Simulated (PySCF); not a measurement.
H4SiSn, SMILES [SnH][SiH3] (connectivity only; charge and spin as stated), neutral, multiplicity 1.

Geometry: B3LYP-D3(BJ)/def2-TZVP. The def2 effective core potentials stand for the cores of Sn; spin–orbit coupling is left out.

Computed with TDDFT-LC-ωPBE/def2-SVPD in PySCF.

Vertical excitations. Isolated molecule, no solvent. State labels are in the subgroup Cs.

Computed lowest excited states:
```json
[
 {"state": "S1", "symmetry": "A\"", "energy (eV)": "1.98", "λ (nm)": "625", "f": "0.006", "main pairs": "HOMO→LUMO 100 %"},
 {"state": "S2", "symmetry": "A\"", "energy (eV)": "3.42", "λ (nm)": "363", "f": "0.004", "main pairs": "HOMO−1→LUMO 98 %"},
 {"state": "S3", "symmetry": "A'", "energy (eV)": "5.74", "λ (nm)": "216", "f": "0.082", "main pairs": "HOMO→LUMO+2 81 %"},
 {"state": "S4", "symmetry": "A'", "energy (eV)": "5.93", "λ (nm)": "209", "f": "0.573", "main pairs": "HOMO→LUMO+1 88 %"},
 {"state": "S5", "symmetry": "A'", "energy (eV)": "6.75", "λ (nm)": "184", "f": "0.030", "main pairs": "HOMO→LUMO+3 76 %"},
 {"state": "S6", "symmetry": "A\"", "energy (eV)": "6.81", "λ (nm)": "182", "f": "0.015", "main pairs": "HOMO→LUMO+4 93 %"},
 {"state": "S7", "symmetry": "A'", "energy (eV)": "6.88", "λ (nm)": "180", "f": "0.028", "main pairs": "HOMO→LUMO+5 75 %"},
 {"state": "S8", "symmetry": "A\"", "energy (eV)": "6.98", "λ (nm)": "178", "f": "0.004", "main pairs": "HOMO−2→LUMO 93 %"},
 {"state": "S9", "symmetry": "A'", "energy (eV)": "7.05", "λ (nm)": "176", "f": "0.005", "main pairs": "HOMO−3→LUMO 74 %, HOMO−1→LUMO+1 18 %"},
 {"state": "S10", "symmetry": "A'", "energy (eV)": "7.37", "λ (nm)": "168", "f": "0.425", "main pairs": "HOMO−1→LUMO+2 30 %, HOMO−1→LUMO+1 27 %, HOMO−3→LUMO 12 %, HOMO→LUMO+5 8 %"},
 {"state": "T1", "symmetry": "A\"", "energy (eV)": "1.06", "λ (nm)": "1167", "f": "0", "main pairs": "HOMO→LUMO 95 %"},
 {"state": "T2", "symmetry": "A\"", "energy (eV)": "2.78", "λ (nm)": "447", "f": "0", "main pairs": "HOMO−1→LUMO 94 %"},
 {"state": "T3", "symmetry": "A'", "energy (eV)": "4.38", "λ (nm)": "283", "f": "0", "main pairs": "HOMO→LUMO+1 52 %, HOMO→LUMO+2 29 %"},
 {"state": "T4", "symmetry": "A'", "energy (eV)": "5.19", "λ (nm)": "239", "f": "0", "main pairs": "HOMO→LUMO+2 30 %, HOMO→LUMO+1 26 %, HOMO→LUMO+3 17 %, HOMO−1→LUMO+2 7 %"}
]
```
Triplets are in the Tamm–Dancoff approximation, which puts them higher than full response would, so one can lie above its singlet here.
